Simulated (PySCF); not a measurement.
## Cost of excited-state runs on `C[C@H](CC#N)[C@@H](F)Cl`, C5H7ClFN

Molfile (atoms numbered from 1):
```
C5H7ClFN
     RDKit          3D

 15 14  0  0  0  0  0  0  0  0999 V2000
   -1.0481   -1.3069   -0.1900 C   0  0  0  0  0  0  0  0  0  0  0  0
   -0.1275   -0.1118   -0.4179 C   0  0  2  0  0  0  0  0  0  0  0  0
    1.2244   -0.3174    0.2818 C   0  0  0  0  0  0  0  0  0  0  0  0
    2.1409    0.7562   -0.0073 C   0  0  0  0  0  0  0  0  0  0  0  0
    2.8560    1.6137   -0.2510 N   0  0  0  0  0  0  0  0  0  0  0  0
   -0.7750    1.1860    0.0636 C   0  0  1  0  0  0  0  0  0  0  0  0
   -1.9232    1.4194   -0.6247 F   0  0  0  0  0  0  0  0  0  0  0  0
   -1.1853    1.1230    1.8015 Cl  0  0  0  0  0  0  0  0  0  0  0  0
   -2.0013   -1.1412   -0.6859 H   0  0  0  0  0  0  0  0  0  0  0  0
   -1.2303   -1.4487    0.8723 H   0  0  0  0  0  0  0  0  0  0  0  0
   -0.6000   -2.2113   -0.5934 H   0  0  0  0  0  0  0  0  0  0  0  0
    0.0396    0.0163   -1.4945 H   0  0  0  0  0  0  0  0  0  0  0  0
    1.6724   -1.2552   -0.0568 H   0  0  0  0  0  0  0  0  0  0  0  0
    1.0779   -0.3711    1.3642 H   0  0  0  0  0  0  0  0  0  0  0  0
   -0.1249    2.0571   -0.0838 H   0  0  0  0  0  0  0  0  0  0  0  0
  1  2  1  0
  2  3  1  0
  3  4  1  0
  4  5  3  0
  2  6  1  0
  6  7  1  0
  6  8  1  0
  1  9  1  0
  1 10  1  0
  1 11  1  0
  2 12  1  6
  3 13  1  0
  3 14  1  0
  6 15  1  1
M  END
```

PySCF with density fitting, on 1 thread of an Arm Neoverse V1, shared host. Command: `OMP_NUM_THREADS=1 python excited_run.py task.json out`

How long does this run take, and how much memory?
- circular dichroism and optical rotation, wB97X-D/def2-SVPD; 16 states


```
                                    run              level  basis functions  wall time  peak memory (GiB)
circular dichroism and optical rotation  wB97X-D/def2-SVPD              226      110 s                  1
```
Times from a shared host are rough.
